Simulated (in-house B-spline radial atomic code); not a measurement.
## N²⁺: [He] 2s2 2p1

Method: non-relativistic B3LYP, spin-polarised, spherical fractional occupations, point nucleus. Calculated with an all-electron radial atomic-structure program (B-spline basis).

Z_r = [3n² - l(l+1)]/(2<r>); Z_e = n√(-2ε); the last column is Slater's effective charge. Values are occupation-weighted means over spin.

| shell | electrons | ε (eV) | <r> (bohr) | Z_r | Z_e | Slater |
| --- | --- | --- | --- | --- | --- | --- |
| 1s | 2 | -432.92 | 0.2293 | 6.54 | 5.64 | 6.70 |
| 2s | 2 | -50.829 | 1.173 | 5.11 | 3.87 | 4.60 |
| 2p | 1 | -38.157 | 1.14 | 4.39 | 3.35 | 4.60 |

The least bound orbital is 2p up at -38.16 eV, while the most diffuse is 2s down (<r> = 1.182 bohr against 1.14 bohr): energy order and size order differ.

Caution: exact exchange at fractional occupations of open shells leaves self-interaction of up to several eV.
